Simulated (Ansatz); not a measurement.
Molecule: C₄H₁₀N (charge 0, doublet). It need not be the lowest isomer of its formula. 
Geometry from a B3LYP-D3(BJ)/def2-TZVP (Ansatz, a quantum-chemistry and plane-wave program) optimisation:
SMILES: C[CH]NCC
```xyz
15

C      2.3332    -0.6336     0.0675
C      1.0161    -0.0137     0.3728
N      0.0539    -0.0067    -0.6277
C     -1.2019     0.7046    -0.4235
C     -2.1100     0.0068     0.5819
H      2.2672    -1.7214    -0.0950
H      2.7773    -0.2076    -0.8398
H      3.0362    -0.4674     0.8843
H      0.6344    -0.0489     1.3844
H      0.4381     0.1179    -1.5534
H     -1.0190     1.7387    -0.0979
H     -1.7064     0.7543    -1.3901
H     -1.6580    -0.0269     1.5738
H     -2.3134    -1.0176     0.2665
H     -3.0577     0.5417     0.6682
```
Charge 0, spin multiplicity 2.

Computed values are from Ansatz. Correlated levels leave the core frozen unless marked. Open shells are spin-unrestricted. No spin-orbit coupling. Non-relativistic. Basis-set limits of correlation are two-point, X^-3; Hartree-Fock from the larger set.

| Item | Value |
|---|---|
| atomisation energy De | 5692.0 kJ/mol at CCSD(T)/CBS(cc-pVTZ,cc-pVQZ) |
| total energy | -212.8554 Eh at CCSD(T)/CBS(cc-pVTZ,cc-pVQZ) |
| dipole moment | 0.90 D at CCSD(T)/aug-cc-pVDZ |
| T1 diagnostic | 0.014 at CCSD/cc-pVQZ |
